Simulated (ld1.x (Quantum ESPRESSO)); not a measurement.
**Hg (Z = 80): excitation energies, all-electron against TM**

Hg, norm-conserving Troullier–Martins (Kleinman–Bylander form), made with ld1.x (Quantum ESPRESSO) 7.5 (PBE, scalar-relativistic). Core [Xe] 4f14 5d10, reference 6s1 6p0 (charge +1). Waves: 6s (bound): rc 2.25 bohr; 6p (bound, empty): rc 3.20 bohr; 6d channel at 0.4 Ry: rc 3.45 bohr. Local part: all-electron potential smoothed inside 1.90 bohr (lloc = -2). Core correction: Bessel-smoothed model core inside 1.25 bohr.

Energies are relative to the spin-unpolarised reference configuration 6s1 6p0; without spin polarisation the order of configurations can differ from experiment.

```json
{"valence configuration": "6s1.5 6p0", "charge": "+0.5", "ΔE all-electron (eV)": "-6.331", "error AE − PS (meV)": "-54"}
{"valence configuration": "6s1 6p1", "charge": "0", "ΔE all-electron (eV)": "-4.649", "error AE − PS (meV)": "-36"}
{"valence configuration": "6s0 6p1", "charge": "+1", "ΔE all-electron (eV)": "7.410", "error AE − PS (meV)": "-59"}
```

**Question.** What are ΔE and the potential's error for 6s0 6p2?

**Answer.** ΔE = 1.888 eV all-electron; the error (AE − PS) is -17 meV.

**Question.** What are ΔE and the potential's error for 6s2 6p0?

**Answer.** ΔE = -10.688 eV all-electron; the error (AE − PS) is -195 meV.
